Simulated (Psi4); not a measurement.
AlF2, doublet, geometry from GFN2-xTB (such geometries of metal compounds can be far from the true shape), with bond 2-1 at 1.5 times its length; Psi4 1.11 with HF/3-21G.

Here is a job for Psi4.
```
memory 2 GB

molecule mol {
0 2
  Al   -0.004514    0.349223    0.001953
  F     2.334523   -0.522851   -0.002853
  F    -1.548323   -0.272273   -0.001571
}

set basis 3-21g
set reference uhf
set stability_analysis check
set scf_type pk

energy('scf')
print_variables()
```

**Question.** What does Psi4 print? Leave out banner, timings and long lists.

**Answer.** 
```
   => Loading Basis Set <=

    Name: 3-21G
    Role: ORBITAL
    Keyword: BASIS

         ---------------------------------------------------------
                                   SCF
               by Justin Turney, Rob Parrish, Andy Simmonett
                          and Daniel G. A. Smith
                              UHF Reference
         ---------------------------------------------------------

  ==> Geometry <==

    Molecular point group: cs
    Full point group: Cs

    Geometry (in Angstrom), charge = 0, multiplicity = 2:

       Center              X                  Y                   Z               Mass
    ------------   -----------------  -----------------  -----------------  -----------------
         AL           0.436697585719     0.232509187347     0.000000000000    26.981538530000
         F           -0.435389654136    -2.106527813764     0.000000000000    18.998403162730
         F           -0.184808403254     1.776318188079     0.000000000000    18.998403162730

  Running in cs symmetry.

  Rotational constants: A =      2.11054  B =      0.11459  C =      0.10869 [cm^-1]
  Rotational constants: A =  63272.36902  B =   3435.20656  C =   3258.30545 [MHz]
  Nuclear repulsion =   73.021147630639646

  Charge       = 0
  Multiplicity = 2
  Electrons    = 31
  Nalpha       = 16
  Nbeta        = 15

  ==> Algorithm <==

  SCF Algorithm Type is PK.
  DIIS enabled.
  MOM disabled.
  Fractional occupation disabled.
  Guess Type is SAD.
  Energy threshold   = 1.00e-06
  Density threshold  = 1.00e-06
  Integral threshold = 1.00e-12

  ==> Primary Basis <==

  Basis Set: 3-21G
    Blend: 3-21G
    Number of shells: 17
    Number of basis functions: 31
    Number of Cartesian functions: 31
    Spherical Harmonics?: false
    Max angular momentum: 1

  ==> Integral Setup <==

  Using in-core PK algorithm.
   Calculation information:
      Number of atoms:                   3
      Number of AO shells:              17
      Number of primitives:             33
      Number of atomic orbitals:        31
      Number of basis functions:        31

      Integral cutoff                 1.00e-12
      Number of threads:                 1

  Performing in-core PK
  Using 246512 doubles for integral storage.
  We computed 8890 shell quartets total.
  Whereas there are 11781 unique shell quartets.

  ==> DiskJK: Disk-Based J/K Matrices <==

    J tasked:                  Yes
    K tasked:                  Yes
    wK tasked:                  No
[...]
   @UHF iter  89:  -438.34086367417052    2.18131e-04   4.35437e-04 DIIS/ADIIS
   @UHF iter  90:  -438.34226143034221   -1.39776e-03   4.91417e-04 DIIS/ADIIS
   @UHF iter  91:  -438.33832469297266    3.93674e-03   6.10916e-04 DIIS/ADIIS
   @UHF iter  92:  -438.34160954826535   -3.28486e-03   4.77971e-04 DIIS/ADIIS
   @UHF iter  93:  -438.34103348215649    5.76066e-04   4.52423e-04 DIIS/ADIIS
   @UHF iter  94:  -438.34123749417893   -2.04012e-04   4.52152e-04 DIIS/ADIIS
   @UHF iter  95:  -438.34033522164992    9.02273e-04   4.42527e-04 DIIS/ADIIS
   @UHF iter  96:  -438.34062357897955   -2.88357e-04   4.44434e-04 DIIS/ADIIS
   @UHF iter  97:  -438.34160962753270   -9.86049e-04   4.64451e-04 DIIS/ADIIS
   @UHF iter  98:  -438.34202041463959   -4.10787e-04   4.90800e-04 DIIS/ADIIS
   @UHF iter  99:  -438.34051428187945    1.50613e-03   4.69182e-04 DIIS/ADIIS
   @UHF iter 100:  -438.34053328601732   -1.90041e-05   4.66980e-04 DIIS/ADIIS

PsiException: Could not converge SCF iterations in 100 iterations.

  Failed to converge.

Traceback (most recent call last):
  File "psi4", line 375, in <module>
  File "<string>", line 26, in <module>
  File "site-packages/psi4/driver/driver.py", line 533, in energy
  File "site-packages/psi4/driver/procrouting/proc.py", line 2760, in run_scf
  File "site-packages/psi4/driver/procrouting/proc.py", line 2047, in scf_helper
  File "site-packages/psi4/driver/procrouting/scf_proc/scf_iterator.py", line 93, in scf_compute_energy
  File "site-packages/psi4/driver/procrouting/scf_proc/scf_iterator.py", line 86, in scf_compute_energy
  File "site-packages/psi4/driver/procrouting/scf_proc/scf_iterator.py", line 609, in scf_iterate

psi4.driver.p4util.exceptions.SCFConvergenceError: Could not converge SCF iterations in 100 iterations.

Printing out the relevant lines from the Psithon --> Python processed input file:
    core.IO.set_default_namespace("mol")
    core.set_global_option("BASIS", "3-21g")
    core.set_global_option("REFERENCE", "uhf")
    core.set_global_option("STABILITY_ANALYSIS", "check")
    core.set_global_option("SCF_TYPE", "pk")
--> energy('scf')
    print_variables()

!-------------------------------------------------------!
!                                                       !
!  Could not converge SCF iterations in 100 iterations. !
!                                                       !
!-------------------------------------------------------!
```

Convergence was not reached.
